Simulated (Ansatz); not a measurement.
Isolated molecules relaxed with PBE0-D4/def2-TZVP in Ansatz; ΔE leaves out vibrations. CCSD(T)/CBS is the MP2 limit (def2-TZVPP, def2-QZVPP) plus CCSD(T) − MP2 in def2-TZVPP, frozen cores. Functionals use def2-TZVPP. B3LYP here is the variant with VWN-RPA as its local correlation; programs differ in this. For Ge outer-core shells are correlated without core-valence functions, which leaves a few kJ/mol of doubt a bond. Scalar relativity is left out up to krypton. Each species was taken in one conformer, which may not be the lowest.

Reaction (cleavage of the Al–B bond): `C[B]([AlH2])[GeH3]` + `O=CN[SiH3]` → `O=C[N]([AlH2])[SiH3]` + `C[BH][GeH3]`

`C[B]([AlH2])[GeH3]`:

Cartesian coordinates in Å:
```
C -1.351 -0.836 -0.710
B -0.206 -0.167 0.109
Al 0.369 -0.574 2.107
Ge 0.953 1.233 -0.901
H -2.182 -1.254 -0.138
H -1.736 -0.261 -1.557
H -0.829 -1.702 -1.159
H -0.107 0.358 3.310
H 1.377 -1.764 2.439
H 1.013 0.994 -2.425
H 2.404 1.359 -0.390
H 0.296 2.615 -0.685
```

`O=CN[SiH3]`:

Cartesian coordinates in Å:
```
O 1.638 -0.195 1.085
C 1.416 0.440 0.079
N 0.203 0.445 -0.528
Si -1.104 -0.507 0.170
H 2.186 1.059 -0.415
H 0.102 1.000 -1.362
H -0.761 -1.946 0.180
H -1.430 -0.035 1.534
H -2.250 -0.262 -0.742
```

`O=C[N]([AlH2])[SiH3]`:

Cartesian coordinates in Å:
```
O 1.532 -1.744 0.231
C 1.417 -0.539 0.211
N 0.215 0.098 0.031
Al 0.079 1.905 0.008
Si -1.109 -1.067 -0.162
H 2.290 0.128 0.337
H 1.431 2.697 0.204
H -1.347 2.537 -0.201
H -1.277 -1.895 1.053
H -0.916 -1.905 -1.367
H -2.314 -0.215 -0.345
```

`C[BH][GeH3]`:

```xyz
10

C    -0.025   -0.199    1.585
B    -0.148   -0.703    0.126
Ge    0.150    0.501   -1.526
H     0.260   -0.965    2.310
H    -1.067    0.072    1.840
H     0.567    0.705    1.733
H    -0.482   -1.838   -0.076
H     1.392    0.010   -2.300
H     0.387    1.985   -1.180
H    -1.033    0.433   -2.512
```

```
             level  ΔE (kcal/mol)  difference from CCSD(T)/CBS
            PBE-D4          -24.2                          4.4
           ωB97X-V          -27.9                          0.7
            B2PLYP          -29.0                         -0.4
             B3LYP          -27.2                          1.4
SCS-MP2/def2-TZVPP          -30.8                         -2.2
     HF/def2-QZVPP          -29.8                         -1.2
    MP2/def2-QZVPP          -30.9                         -2.3
SCS-MP2/def2-QZVPP          -30.6                         -2.0
      HF/CBS(def2)          -29.8                         -1.2
     MP2/CBS(def2)          -30.6                         -2.0
       CCSD(T)/CBS          -28.6                            0
```

Largest T1 diagnostic among the species: 0.015.

From PBE to PBE0 (25 % exact exchange), in def2-TZVPP and without D4, ΔE moves by −1.3 kcal/mol.
